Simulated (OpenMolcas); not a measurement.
Pt2+: ligand-field states by method

Pt2+ with its 6 nearest fluoride ions at 2.014 Å, on the Li site of LiF (a = 4.028 Å, distance in the model lattice 2.014 Å). The rest of the host is ab initio model potentials to 7.6 Å and point charges beyond; the distance is set by hand and nothing relaxes, and no local charge compensation is placed. Ligand basis ANO-RCC-VDZP.
```
Pt    0.0000    0.0000    0.0000
F     2.0140    0.0000    0.0000
F     0.0000    2.0140    0.0000
F    -2.0140    0.0000    0.0000
F     0.0000   -2.0140    0.0000
F     0.0000    0.0000    2.0140
F     0.0000    0.0000   -2.0140
```

| Property | Result |
| --- | --- |
| Program | OpenMolcas 26.06 |
| Basis | ANO-RCC-VTZP [8s7p5d3f1g] |
| Scalar Hamiltonian | DKH2, point nucleus |
| Active space | 8 electrons in 5 orbitals (5d) |
| State averaging | 2S+1 = 3 even, 10 roots; 2S+1 = 1 even, 15 roots |
| Spin-orbit coupling | RASSI with atomic mean-field integrals over the reference wave functions |

I. CASSCF
II. SS-CASPT2, IPEA 0.25 Eh, imaginary shift 0.1 Eh (closed shells correlated: 5s 5p and the ligand valence shells)

Spin-free states (labels of O, the rotations of Oh) in cm-1, each column counted from its own energy of the first state listed:

```
State  Degeneracy      I     II
  3A2           1      0      0
   1E           2  12469   7840
  1A1           1  23003  16560
  3T2           3  26036  28330
  3T1           3  34287  34430
  1T2           3  37866  36620
  1T1           3  41217  39160
  3T1           3  55276  58640
   1E           2  65177  66400
  1T2           3  65304  66460
  1A1           1  83099  79810
```

From I to II, I's first state of the same spin (3T2) moves from 26036 to 28330 cm-1, by about +2300 cm-1.

From I to II, I's first state of another spin (1E) moves from 12469 to 7840 cm-1, by about -4600 cm-1.

I: A least-squares ligand-field fit to the states below 45000 cm-1, each weighted by its degeneracy and with a free common offset, gives 10Dq = 25598 cm-1, B = 790 cm-1 and C = 2976 cm-1 (C/B = 3.77), with an rms deviation of 135 cm-1. The same method and metal basis give the free ion B = 865 cm-1 (fit to its terms below 60000 cm-1, rms deviation 8 cm-1), so the nephelauxetic ratio is β = 790 / 865 = 0.91; it hangs on how both fits weigh the states, and computed free-ion B values tend to be too large, so β mixes covalency with correlation.

II: A least-squares ligand-field fit to the states below 45000 cm-1, each weighted by its degeneracy and with a free common offset, gives 10Dq = 28512 cm-1, B = 561 cm-1 and C = 2068 cm-1 (C/B = 3.69), with an rms deviation of 235 cm-1. The same method and metal basis give the free ion B = 677 cm-1 (fit to its terms below 60000 cm-1, rms deviation 447 cm-1), so the nephelauxetic ratio is β = 561 / 677 = 0.83; it hangs on how both fits weigh the states, and computed free-ion B values tend to be too large, so β mixes covalency with correlation.

From I to II, 10Dq changes by +11 %, B by -29 % and C by -31 %.

χT at 300 K: I 1.46, II 1.43 cm3 K/mol.

The states above are spin-free; spin-orbit coupling is strong here and shifts and splits them by thousands of cm-1.

Roots that are degenerate in the reference are averaged as groups; the widest CASPT2 spread within a group is 260 cm-1 (the 3-fold group of multiplicity 3 near 28300 cm-1 above the lowest state of its run, II). Shifts and gaps below about the spread of the groups concerned are not significant. Over all roots computed the reference weight is 0.72 to 0.73 in II; a low but even weight reflects the number of correlated electrons. Real 4d8 and 5d8 ions are as a rule square planar and diamagnetic. The least metal-like active orbital is 82 % on the metal (Löwdin) and no ligand orbital is active, so the numbers are rough. Ligand-to-metal charge-transfer states are missing. With no ligand orbital active B as a rule stays too high, so bands that hang on it stand too high and its fall with covalency is understated. Without dynamic correlation the repulsion within the d shell is too large (B by tens of per cent), so at a given field states of lower spin stand too high (holds for I). With metal d orbitals alone the field can be off either way by tens of per cent (holds for I). With one d shell and no ligand orbital active, 10Dq can be off by a tenth or more (holds for II). The distance lies 3 % under the 2.076 Å that this model takes as the normal distance (a Shannon-type radius plus a fixed donor radius, weighted with the host); by an R⁻⁵ law this alone changes a d-shell field by about +16 %. No measured value stands beside these numbers; the geometry was set by hand and not optimised.
